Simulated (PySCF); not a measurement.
N-methylmethanimine (C2H5N), SMILES N(=C)C. Coordinates come from a PBE-D3(BJ)/def2-TZVP optimisation.

Q: Give the equilibrium geometry at PBE-D3(BJ)/def2-TZVP (PySCF confirms it by a frequency run) as Cartesian coordinates in Å, and its point group. (The exact figures need the calculation; the answer reports its results.)

A: point group Cs.
```xyz
8

C      0.1359    -1.1457     0.0000
N     -0.5377     0.1375     0.0000
C      0.1823     1.1825     0.0000
H     -0.1881    -1.7187    -0.8823
H     -0.1881    -1.7187     0.8823
H      1.2418    -1.0725     0.0000
H      1.2911     1.1603     0.0000
H     -0.3023     2.1668     0.0000
```
Charge 0, spin multiplicity 1.
